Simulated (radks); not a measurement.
Results of a calculation; reference values are marked as such.
The table gives one normalised radial function P(r) = r R(r) of H in 1s1 (r in bohr). Level of theory: non-relativistic Kohn-Sham, exchange-only LDA, spin-polarised, spherical densities, point nucleus; open shells are filled with parallel spins first (a radial shooting solver on a logarithmic mesh with Libxc functionals).

r	P
0.09995	0.1744
0.1173	0.2011
0.1365	0.2297
0.159	0.2614
0.1851	0.2964
0.2154	0.3346
0.2528	0.3782
0.2943	0.4222
0.3426	0.4681
0.3989	0.5150
0.4643	0.5613
0.5449	0.6075
0.6344	0.6467
0.7385	0.6787
0.8597	0.7008
1.009	0.7103
1.175	0.7036
1.367	0.6801
1.592	0.6389
1.853	0.5811
2.175	0.5052
2.532	0.4231
2.947	0.3373
3.431	0.2540
3.994	0.1793
4.687	0.1146
5.457	0.0687
6.353	0.0374

Which n and l does it have? It may be an empty orbital.

Answer. n = 1, l = 0: the number of nodes gives n - l - 1 = 0, the rise at small r (about r^(l+1)) gives l, and the extent must fit the shell. The curve is that of 1s up; the table hardly tells the two spins apart. 1s up: eigenvalue -6.719 eV, 0 radial nodes, <r> = 1.60 bohr, 90 % of the charge inside 2.89 bohr.
